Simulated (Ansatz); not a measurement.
Cost and result for the atomization energy of CH6OSi2, SMILES `C1O[SiH2][SiH2]1` (10 atoms, 10 bonds).

Cartesian coordinates in Å:
```
C -0.107 0.604 1.084
O -0.472 1.335 -0.108
Si -0.236 0.303 -1.404
Si 0.410 -1.095 0.335
H 0.700 1.130 1.602
H -0.967 0.554 1.759
H 0.767 0.829 -2.371
H -1.493 0.048 -2.160
H -0.440 -2.247 0.738
H 1.839 -1.460 0.525
```

The species carries charge 0 and has multiplicity 1. All single points use the PBE0-D4/def2-TZVP geometry. Program: Ansatz. All runs use 2 threads of an Arm Neoverse V1 on a shared host. Times are those of one run each, without the atoms' runs, and a repeat can differ threefold. Electronic energies, without spin–orbit coupling; frozen cores. CCSD(T)/CBS adds CCSD(T) − MP2 in def2-TZVPP to the MP2 limit, and its time is that of the two runs behind it. T1 = 0.013.

CCSD(T)/CBS is a level of theory with its own doubt, some kJ/mol a heavy atom from the limit and from the frozen cores, so smaller differences don't rank the functionals.

```tsv
level	functions	atomization (kJ/mol)	difference from CCSD(T)/CBS	per bond
BHLYP-D4/def2-TZVPP	230	3313.3	-91.0	-9.1
LDA (SPW92)/def2-TZVPP	230	3852.2	447.9	44.8
BLYP-D4/def2-TZVPP	230	3372.5	-31.8	-3.2
MP2/def2-QZVPP	434	3394.2	-10.1	-1.0
CCSD(T)/def2-TZVPP	230	3309.0	-95.3	-9.5
PBE-D4/def2-TZVPP (with forces)	230	3423.5	19.2	1.9
r2SCANh-D4/def2-TZVPP	230	3385.0	-19.3	-1.9
r2SCAN-D4/def2-TZVPP (with forces)	230	3404.2	-0.1	0.0
revPBE-D4/def2-TZVPP	230	3353.1	-51.2	-5.1
ωB97M-V/def2-TZVPP (with forces)	230	3407.0	2.7	0.3
CCSD(T)/CBS(def2)	–	3404.3	0.0	0.0
CCSD(T)/def2-SVP	94	3162.8	-241.5	-24.2
ωB97X-V/def2-TZVPP	230	3427.2	22.9	2.3
```

(1) Order the runs by time, with rough figures. (Best estimate.)

Results:

(1) Computed: LDA (SPW92)/def2-TZVPP 2.7 s; BLYP-D4/def2-TZVPP 3.8 s; revPBE-D4/def2-TZVPP 4 s; PBE-D4/def2-TZVPP (with forces) 5 s; BHLYP-D4/def2-TZVPP 6.5 s; CCSD(T)/def2-SVP 7.5 s; r2SCAN-D4/def2-TZVPP (with forces) 9 s; r2SCANh-D4/def2-TZVPP 9.5 s; ωB97X-V/def2-TZVPP 14 s; ωB97M-V/def2-TZVPP (with forces) 20 s; MP2/def2-QZVPP 44 s; CCSD(T)/def2-TZVPP 2.5 min; CCSD(T)/CBS(def2) 3.2 min.

The D4 term adds +34.9 kJ/mol with B3LYP and +18.0 kJ/mol with PBE0; it sums over pairs of atoms, weighted by their polarisabilities, and B3LYP, whose exchange is more repulsive, gets the larger term. From r2SCAN to r2SCAN0 (25 % exact exchange), in def2-TZVPP and without D4, the atomization energy moves by −47.2 kJ/mol: exact exchange takes away binding that semilocal exchange gives to molecules. At CCSD(T), def2-SVP lies −241.6 kJ/mol from the extrapolated value and def2-TZVPP −95.3 kJ/mol: correlation converges slowly with the basis, and small sets miss more of it in the bonded molecule than in its fragments.

B3LYP here is the variant with VWN-RPA as its local correlation; programs differ in this.
